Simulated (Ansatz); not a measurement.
Reaction (formal hydrolysis of a C–Se bond): `[SeH]C1C[SiH2]1` + H₂O → `OC1C[SiH2]1` + H₂Se

Isolated molecules relaxed with PBE0-D4/def2-TZVP in Ansatz; ΔE leaves out vibrations. CCSD(T)/CBS adds triple-zeta CCSD(T) − MP2 to the extrapolated MP2 energy (def2 sets, frozen cores). This one scheme is used for every species. Functionals use def2-TZVPP. B3LYP here is the variant with VWN-RPA as its local correlation; programs differ in this. For Se outer-core shells are correlated without core-valence functions, which leaves a few kJ/mol of doubt a bond. Scalar relativity is left out up to krypton. Each species was taken in one conformer, which may not be the lowest.

| level | ΔE (kJ/mol) | difference from CCSD(T)/CBS |
| --- | --- | --- |
| r2SCAN-D4 | 51.3 | -13.1 |
| B3LYP-D4 | 51.6 | -12.8 |
| ωB97M-V | 52.5 | -11.9 |
| PBE | 47.3 | -17.1 |
| PBE0 | 50.2 | -14.2 |
| HF/def2-TZVPP | 42.9 | -21.5 |
| MP2/def2-TZVPP | 73.6 | 9.2 |
| CCSD(T)/def2-TZVPP | 60.2 | -4.2 |
| MP2/CBS(def2) | 77.8 | 13.4 |
| CCSD/CBS(def2) | 61.9 | -2.5 |
| CCSD(T)/CBS | 64.4 | 0 |

Largest T1 diagnostic among the species: 0.011.

The D4 term adds +8.2 kJ/mol with B3LYP and +4.3 kJ/mol with PBE0; it sums over pairs of atoms, weighted by their polarisabilities, and B3LYP, whose exchange is more repulsive, gets the larger term. In def2-TZVPP, CCSD(T) changes the Hartree–Fock value by +17.3 kJ/mol (the triples alone add +2.5 kJ/mol) and MP2 by +30.7 kJ/mol.
